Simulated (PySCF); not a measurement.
# Telling isomers of C4H8ClFSi2 apart by NMR

Averaged over atoms made equivalent by symmetry, fast rotation or ring inversion, isolated molecule, no relativistic terms, single conformer. GFN2-xTB structure; shieldings: GIAO PBE0/pcSseg-1; PySCF 2.14.0 with density-fitted response routines.

δ = σ(ref) − σ, references computed at the same level: TMS for $^{1}$H (σref 31.72) and $^{13}$C (σref 186.93). Splittings of carbon signals by F and P are missing where no couplings were computed. Where no couplings were computed, multiplicities follow the n + 1 count of equivalent neighbours, and m marks all less simple cases (inequivalent or close neighbours, rings, F or P nearby). Shifts are as computed. Against solution values, carbons near 30 ppm lie about +3 ppm off and those near 130 ppm about +5 ppm; carbons on Cl a further +6 ppm. Of 1309 compounds with measured shifts, 239 miss one by over three times the rms of a fit or turn the order of signals round; such compounds aren't used in these exercises. Carbons bonded to Cl come out too deshielded.

(1) Tabulate the signals of `C=C[Si@H](Cl)/C(F)=C/[SiH3]`, `FC1=C(Cl)C[SiH2][SiH2]C1`, `C=C[Si@@H](Cl)/C(F)=C\[SiH3]` and their relative energies.

(2) What is the quickest way to tell FC1=C(Cl)C[SiH2][SiH2]C1 from C=C[Si@@H](Cl)/C(F)=C\[SiH3]?

(3) What is the quickest way to tell C=C[Si@H](Cl)/C(F)=C/[SiH3] from FC1=C(Cl)C[SiH2][SiH2]C1?

(4) What is the quickest way to tell C=C[Si@H](Cl)/C(F)=C/[SiH3] from C=C[Si@@H](Cl)/C(F)=C\[SiH3]?

Answers

(1) 
```json
{"SMILES": "C=C[Si@H](Cl)/C(F)=C/[SiH3]", "carbon types": "1×C 2×CH 1×CH2", "δC": "186.6, 145.4, 142.0, 120.0", "δH": "6.61 (m, 1H), 6.34 (m, 1H), 6.32 (m, 1H), 6.02 (m, 1H), 5.31 (m, 1H), 4.24 (d, 3H)", "E rel. (kcal/mol)": "0.0"}
{"SMILES": "FC1=C(Cl)C[SiH2][SiH2]C1", "carbon types": "2×C 2×CH2", "δC": "163.1, 118.3, 19.4, 15.1", "δH": "3.96 (m, 2H), 3.90 (m, 2H), 2.02 (m, 2H), 1.91 (m, 2H)", "E rel. (kcal/mol)": "8.7"}
{"SMILES": "C=C[Si@@H](Cl)/C(F)=C\\[SiH3]", "carbon types": "1×C 2×CH 1×CH2", "δC": "186.8, 146.8, 136.9, 117.1", "δH": "6.77 (m, 1H), 6.52 (m, 1H), 6.35 (m, 1H), 6.34 (m, 1H), 5.63 (m, 1H), 4.33 (d, 3H)", "E rel. (kcal/mol)": "3.8"}
```

Energies are electronic energies at PBE0/pcSseg-1 on these geometries, without zero-point or thermal terms, each for the one conformer computed, which needn't be the lowest.

(2) Both give the same number of carbon signals, but DEPT or the intensities differ. The first has a fully substituted alkene carbon (C) at 118.3 ppm, the second a terminal =CH2 carbon at 146.8 ppm. Their most deshielded carbons lie at 163.1 and 186.8 ppm. In the proton spectra the most deshielded non-exchanging signals are 3.96 (m, 2H) and 6.77 (m, 1H).

(3) Both give the same number of carbon signals, but DEPT or the intensities differ. The first has a terminal =CH2 carbon at 145.4 ppm, the second a fully substituted alkene carbon (C) at 118.3 ppm. Their most deshielded carbons lie at 186.6 and 163.1 ppm. In the proton spectra the most deshielded non-exchanging signals are 6.61 (m, 1H) and 3.96 (m, 2H).

(4) Both give the same number of carbon signals, with the same numbers of each carbon type, so the positions decide. The first has an alkene CH at 142.0 ppm, the second an alkene CH at 136.9 ppm. Their most deshielded carbons lie at 186.6 and 186.8 ppm.
